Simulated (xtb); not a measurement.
ScCl3, SMILES [Cl][Sc]([Cl])[Cl]. All values are semi-empirical tight-binding results from xtb (GFN2-xTB unless named), good for trends rather than for accurate numbers. Coordinates come from a GFN2-xTB optimisation. The isomer is the one that the SMILES or the coordinates give; other isomers of the formula were not compared.

Optimised geometry:

```xyz
4

Sc     0.0000     0.0000    -0.4128
Cl     1.8821    -1.0866     0.1700
Cl    -1.8821    -1.0866     0.1700
Cl     0.0000     2.1733     0.1700
```

For metal compounds this method's bond lengths and energies can be far off.

Computed properties:
```json
{
 "point_group_as_xtb_finds_it": "C3v",
 "orbital_gap": "1.85 eV",
 "zero_point_energy": "1.7 kcal/mol",
 "G − E(el) at 298.15 K (modified RRHO)": "-18.6 kcal/mol"
}
```

Problem. Give the atomic charges and the Wiberg bond orders between heavy atoms. (Estimate from the structure and the level; the computed values follow.)

Solution. charges (e) Sc1 0.93, Cl2 -0.31, Cl3 -0.31, Cl4 -0.31. Bond orders Sc1–Cl2 1.02, Sc1–Cl3 1.02, Sc1–Cl4 1.02.
